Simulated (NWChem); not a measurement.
InClF₂; SMILES [In]([F])([F])[Cl]

def2 effective core potentials on In; no spin-orbit coupling.

**Question.** Give the equilibrium geometry at PBE0/def2-SVP with def2 effective core potentials on In (NWChem) as a list of bonds and angles, with the point group.

**Answer.** point group C2v; any orientation.
Bonded distances (Å): In1–F2 1.938, In1–F3 1.938, In1–Cl4 2.308. Bond angles (°): F2–In1–F3 117.1, F2–In1–Cl4 121.5, F3–In1–Cl4 121.5.
